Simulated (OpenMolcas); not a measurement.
**3s² 3p³ along the 15-electron sequence**

```yaml
Program: OpenMolcas 26.06
Method: SS-CASPT2, IPEA 0.25 Eh, imaginary shift 0.1 Eh
Basis: ANO-RCC-VTZP
Scalar_Hamiltonian: DKH2, point nucleus
Spin-orbit_coupling: RASSI with atomic mean-field integrals over the reference wave functions, term energies averaged over their components
```

Active space for each ion: 5 electrons in 4 orbitals (3s 3p); closed shells correlated by CASPT2: 2s 2p.

Computed levels in cm-1 above ⁴S°_3/2:

```tsv
Level	P	S+	Cl2+	Ar3+
²D°_3/2	11850	15660	18940	22110
²D°_5/2	11860	15680	19000	22220
²P°_1/2	18940	25130	30470	35740
²P°_3/2	18940	25140	30510	35850
weight of ⁴S° in the lowest level (%)	100	100	100	100
```

Measured, with the error of the calculation in %. Measured levels: P, S+ from NIST Handbook of Basic Atomic Spectroscopic Data; Cl2+ from Moore, Atomic Energy Levels, vol. I, NSRDS-NBS 35 (1971 reprint of NBS Circular 467, 1949); Ar3+ from Saloman, J. Phys. Chem. Ref. Data 39, 033101 (2010).

| Level | P | S+ | Cl2+ | Ar3+ |
| --- | --- | --- | --- | --- |
| ²D°_3/2 | 11361 (+4.3) | 14853 (+5.4) | 18053 (+4.9) | 21091 (+4.8) |
| ²D°_5/2 | 11377 (+4.3) | 14885 (+5.3) | 18120 (+4.9) | 21220 (+4.7) |
| ²P°_1/2 | 18723 (+1.2) | 24525 (+2.5) | 29812 (+2.2) | 34855 (+2.5) |
| ²P°_3/2 | 18748 (+1.1) | 24572 (+2.3) | 29907 (+2.0) | 35032 (+2.3) |

²D°_3/2 changes by a factor of 1.87 over the same range, with steps per unit of Z of +3810, +3280, +3170 cm-1.

CASPT2 does not keep the components of a term degenerate, so their means are used; among the terms shown or strongly mixed into the levels shown the widest spread is 240 cm-1 (3s² 3p³ ²D°, S+). Over all roots computed the reference weight is 0.88 to 0.96 in S+, 0.87 to 0.96 in Cl2+, 0.89 to 0.97 in Ar3+; the roots of lowest weight are the least certain, and an intruder state may touch them. No level of 3s 3p⁴ was computed, though it lies in the active space (holds for P). Computed and measured levels are paired by configuration, term and J; levels that our copy of the source lacks, or whose pairing is in doubt (as where it misses far off the trend of its configuration), stay unpaired and out of the deviations. Only configurations of the active space appear.

° marks odd parity.
